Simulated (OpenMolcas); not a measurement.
**F³⁺: from RASSCF to RASPT2**

```json
{
 "Program": "OpenMolcas",
 "Basis": "ANO-RCC-VQZP [5s4p3d2f1g]",
 "Scalar Hamiltonian": "DKH2, point nucleus",
 "Active space": "4 electrons in 9 orbitals (RAS2 2s 2p; RAS3 3d, at most 2 electrons)",
 "State averaging": "2S+1 = 3 even, 3 roots; 2S+1 = 1 even, 6 roots; 2S+1 = 5 odd, 1 root; 2S+1 = 3 odd, 9 roots; 2S+1 = 1 odd, 8 roots",
 "Spin-orbit coupling": "RASSI with atomic mean-field integrals over the reference wave functions, term energies averaged over their components"
}
```

Methods on the same reference wave functions:
A. RASSCF
B. SS-RASPT2, IPEA 0.25 Eh, imaginary shift 0.1 Eh (closed shells correlated: 1s)

Energies in eV above 2s2 2p2 3P0, the measured ground level; measured values from Moore, Atomic Energy Levels, vol. I, NSRDS-NBS 35 (1971 reprint of NBS Circular 467, 1949).

```
       Level        A       B  Measured
 2s2 2p2 3P0   0.0000  0.0000    0.0000
 2s2 2p2 3P1   0.0266  0.0266    0.0279
 2s2 2p2 3P2   0.0778  0.0778    0.0761
 2s2 2p2 1D2   3.3964   3.191    3.1295
 2s2 2p2 1S0   7.0965   6.720    6.6386
2s 2p3 5S* 2   8.7789   9.038          
2s 2p3 3D* 1  18.6263  18.323   18.3375
2s 2p3 3D* 2  18.6263  18.323   18.3359
2s 2p3 3D* 3  18.6270  18.324   18.3300
2s 2p3 3P* 0  22.3100  21.783          
2s 2p3 3P* 1  22.3102  21.783   21.7272
2s 2p3 3P* 2  22.3106  21.783   21.7266
2s 2p3 1D* 2  29.1647  28.496          
2s 2p3 3S* 1  30.3376  29.688          
2s 2p3 1P* 1  33.0436  32.131   31.9123
```

Deviations, from unrounded energies. A percentage is the sum of absolute deviations over the sum of measured energies, with the sign that they share, or ± where signs differ.

| Against measurement | Levels | A | B |
| --- | --- | --- | --- |
| mean absolute deviation (cm-1) | 10 | 3100 | 410 |
| fine structure of the ground term (%) | 2 | ±3.0 | ±2.9 |
| other terms of the ground configuration (%) | 2 | +7.4 | +1.5 |
| other configurations (%) | 6 | +2.4 | ±0.3 |

B lies closest to measurement on these levels. The largest miss of B in the table is 2s 2p3 1P* 1, by +1800 cm-1. The ranking rests on the paired levels alone, and a cruder setting can come out closer through cancelling errors.

From A to B the spin-free energies of the other terms of 2s2 2p2 shown, above 3P, scale by factors of 0.94 to 0.95.

The lowest spin-free term lies below A's lowest term by 0.039 hartree in B.

Active for correlation alone: 3d; no level in the range computed is led by a configuration that fills it, so any true level of that kind is missing. Computed and measured levels are paired by configuration, term and J; levels that our copy of the source lacks, or whose pairing is in doubt (as where it misses far off the trend of its configuration), stay unpaired and out of the deviations. Levels of configurations outside the active space are missing.

* marks odd parity.
